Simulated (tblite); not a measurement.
Compound: C₅H₇F₂O (doublet state).
Z-matrix (Å and degrees, GFN2-xTB geometry), rows numbered from 1:
```
F 
C   1  1.3507
F   2  1.3528  1  106.37
C   2  1.5528  1  111.52  3  -120.43
C   4  1.4770  2  113.07  1    40.09
C   5  1.4758  4  109.03  2  -111.48
C   6  1.5339  5  101.80  4   -18.22
O   4  1.4123  2  108.05  1   -78.21
H   2  1.0993  1  108.26  3   116.77
H   4  1.1064  2  105.03  1   163.87
H   5  1.0697  4  123.31  2    54.95
H   6  1.0919  5  113.23  4  -139.27
H   6  1.0998  5  111.01  4    99.99
H   7  1.0911  6  113.55  5   141.49
H   7  1.0984  6  110.58  5   -95.55
```

All values are computed: GFN2-xTB (tblite) harmonic vibrations without scaling, gas phase. Against measured fundamentals such values can be off by several per cent, at times by over 20. One conformer, not necessarily the lowest. Open shells enter through the occupations alone, without spin polarisation, and single modes of such species can be off by tens of per cent.

Harmonic wavenumbers (cm⁻¹): 40.6, 63.3, 128.2, 202.0, 238.8, 357.8, 368.0, 506.2, 642.7, 660.3, 726.7, 849.1, 875.8, 962.7, 972.8, 1006.2, 1016.1, 1048.3, 1074.6, 1093.7, 1100.0, 1133.0, 1174.5, 1193.9, 1228.8, 1243.6, 1260.6, 1273.0, 1291.9, 1314.3, 1437.6, 1482.1, 2777.7, 2848.8, 2886.3, 2911.5, 2961.0, 2980.2, 3186.2.

A = 4092, B = 1428, C = 1381 MHz; mass 121.046 u (most abundant isotopes); point group C1, symmetry number 1; spin multiplicity 2.

**Question.** What is the zero-point energy?

**Answer.** ½Σν̃ = 24259 cm⁻¹ = 69.36 kcal/mol.

**Question.** Entropy at 273.15 K, 1 bar (ideal gas, RRHO, classical rotation)?

**Answer.** Translation 39.88, rotation 27.82, vibration 19.86, spin (R ln 2) 1.38: S = 88.9 cal/(mol K).

**Question.** And Cp and H(273.15 K) − H(0)?

**Answer.** Cp = 27.97 cal/(mol K), of which vibrations give 20.02 (their classical limit is 39 R = 77.5); H(273.15 K) − H(0) = 4.92 kcal/mol without the zero-point energy, 2.75 from vibrations.

**Question.** How do the functions run with temperature in this model?

**Answer.** 
```csv
T (K),S (cal/(mol K)),Cp (cal/(mol K)),H − H(0) (kcal/mol),G − H(0) (kcal/mol),ln q(vib)
100,68.3,15.8,1.20,-5.63,1.60
200,81.2,22.2,3.09,-13.15,3.56
300,91.7,30.3,5.70,-21.80,5.43
500,111.0,46.0,13.41,-42.09,9.18
800,136.1,60.4,29.60,-79.28,14.81
1000,150.2,66.3,42.30,-107.94,18.37
```

q(vib) and H(0) count from the zero-point level.

**Question.** Which modes carry the vibrational entropy at 273.15 K?

**Answer.** 40.6 cm⁻¹: 5.06; 63.3 cm⁻¹: 4.18; 128.2 cm⁻¹: 2.80; 202.0 cm⁻¹: 1.96; 238.8 cm⁻¹: 1.66; 357.8 cm⁻¹: 1.00 cal/(mol K); the other 33 give 3.21 together.

**Question.** What must be added to the electronic energy to get the Gibbs energy at 273.15 K and 1 bar?

**Answer.** ZPE + [H(273.15 K) − H(0)] − T·S = 69.36 + 4.92 − 24.29 = 49.99 kcal/mol.

Hindered rotation and anharmonicity are outside this model. Other conformers, if any are populated, would add a mixing term that is left out. The structure is chiral; the term R ln 2 for an equal mix with its mirror image is left out.

On an Arm Neoverse V1 with one thread, no GPU, on a shared host, this took 0.39 s. This covers the Hessian and the dipole derivatives.
